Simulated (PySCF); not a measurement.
PySCF job for BH3N, SMILES [BH]N, multiplicity 2, PBE0-D3(BJ)/def2-TZVP. Geometry: PBE0-D3(BJ)/def2-TZVP. The isomer is the one that the SMILES or the coordinates give; other isomers of the formula were not compared.

```python
import numpy as np
from pyscf import gto, scf, dft, df
from pyscf.hessian import thermo

mol = gto.M(
    atom='''
    B     0.21747122    0.82698811    0.00000000
    N    -0.02976764   -0.52448398    0.00000000
    H    -0.62041086    1.67940461    0.00000000
    H    -0.95811737   -0.92449317    0.00000000
    H     0.69954562   -1.21846409    0.00000000
    ''',
    basis='def2-TZVP',
    charge=0,
    spin=1,
    max_memory=1600,
    verbose=3,
)
mf = dft.UKS(mol, xc='pbe0').density_fit(auxbasis='def2-universal-jkfit')
mf.disp = 'd3bj'
mf.grids.level = 3
mf.conv_tol = 1e-11
mf.max_cycle = 100
mf.kernel()
fine, coarse = mf.grids, dft.Grids(mol).set(level=1).build(with_non0tab=True)
for _ in range(3):  # follow internal instabilities
    mf.grids = coarse
    mo, _, stable, _ = mf.stability(return_status=True, nroots=4)
    mf.grids = fine
    if stable:
        break
    mf.kernel(mf.make_rdm1(mo, mf.mo_occ))

# [left out here: the lines that compute and print the analytic Hessian (its translational invariance restored by hand, since the grid's response is missing), thermochemistry and intensities]
```

Log of the run:

```

WARN: HOMO -0.150394955664877 >= LUMO -0.150394955664876

converged SCF energy = -81.2927487392965  <S^2> = 0.75346011  2S+1 = 2.0034571
<class 'pyscf.df.df_jk.DFUKS'> wavefunction is stable in the internal stability analysis

WARN: DFTD3 does not support analytical Hessian, using finite difference


WARN: Mole.unit (angstrom) is changed to Bohr

Mode                                 0                   1                   2
Irrep
Freq [cm^-1]                      613.1815            745.2984            837.3565
Reduced mass [au]                   1.2920              1.0493              1.1164
Force const [Dyne/A]                0.2862              0.3434              0.4612
Char temp [K]                     882.2316           1072.3184           1204.7695
Normal mode                   x     y     z       x     y     z       x     y     z
       0   B                -0.00  0.00  0.05    0.04  0.01  0.00    0.00  0.00  0.10
       1   N                -0.00 -0.00 -0.12    0.04  0.02 -0.00   -0.00 -0.00 -0.02
       2   H                 0.00  0.00  0.01   -0.51 -0.51 -0.00    0.00  0.00 -0.73
       3   H                 0.00 -0.00  0.61   -0.15  0.47  0.00    0.00 -0.00  0.37
       4   H                 0.00  0.00  0.62   -0.29 -0.32 -0.00    0.00  0.00 -0.47
Mode                                 3                   4                   5
Irrep
Freq [cm^-1]                     1063.5885           1345.9558           1620.7772
Reduced mass [au]                   1.4340              3.9820              1.2222
Force const [Dyne/A]                0.9557              4.2502              1.8916
Char temp [K]                    1530.2670           1936.5307           2331.9375
Normal mode                   x     y     z       x     y     z       x     y     z
       0   B                -0.12  0.01  0.00   -0.06 -0.22  0.00   -0.01 -0.04  0.00
       1   N                 0.10 -0.04  0.00    0.03  0.14 -0.00    0.02  0.11 -0.00
       2   H                 0.33  0.44 -0.00    0.14 -0.09 -0.00    0.03 -0.04 -0.00
       3   H                -0.10  0.39 -0.00   -0.03  0.29  0.00    0.28 -0.56  0.00
       4   H                -0.24 -0.39 -0.00    0.11  0.24 -0.00   -0.47 -0.43  0.00
Mode                                 6                   7                   8
Irrep
Freq [cm^-1]                     2629.2974           3551.7081           3663.6057
Reduced mass [au]                   1.1043              1.0533              1.0914
Force const [Dyne/A]                4.4979              7.8284              8.6310
Char temp [K]                    3782.9735           5110.1172           5271.1129
Normal mode                   x     y     z       x     y     z       x     y     z
       0   B                -0.06  0.07 -0.00   -0.00  0.00 -0.00   -0.00 -0.00 -0.00
       1   N                -0.00 -0.01  0.00   -0.04 -0.04  0.00   -0.07  0.03 -0.00
       2   H                 0.65 -0.69  0.00    0.01  0.00  0.00    0.01 -0.00  0.00
       3   H                -0.01  0.00 -0.00    0.82  0.33 -0.00    0.34  0.16  0.00
       4   H                 0.00  0.00  0.00   -0.30  0.26 -0.00    0.63 -0.60  0.00
temperature 298.1500 [K]
pressure 101325.00 [Pa]
Rotational constants [GHz] 229.19819 30.65232 27.03653
Symmetry number 1
Zero-point energy (ZPE) 0.03661 [Eh]   96124.545 [J/mol]
                           tot       elec      trans        rot        vib
Entropy [J/mol/K]       235.668      5.763    150.233     75.633      4.038
Cv [J/mol/K]             36.783      0.000     12.472     12.472     11.839
Cp [J/mol/K]             45.097      0.000     20.786     12.472     11.839
Internal energy [J/mol]                      3718.434   3718.434  97064.234
Internal energy [Eh]   -81.25295  -81.29275
Enthalpy [J/mol]                             6197.391   3718.434  97064.234
Enthalpy [Eh]          -81.25200
Gibbs free energy [J/mol]                  -38594.584 -18831.602  95860.192
Gibbs free energy [Eh] -81.27876
mode   freq/cm-1   IR/(km/mol)
   1      613.18       181.906
   2      745.30         0.996
   3      837.36         0.327
   4     1063.59        35.315
   5     1345.96        36.157
   6     1620.78        58.449
   7     2629.30        95.624
   8     3551.71         6.497
   9     3663.61        49.110
max |gradient| / (hartree/bohr): 1.0107089187213848e-05
APT charges: [ 0.2783 -0.5512 -0.117   0.1948  0.195 ]
```

Self-consistency was reached.
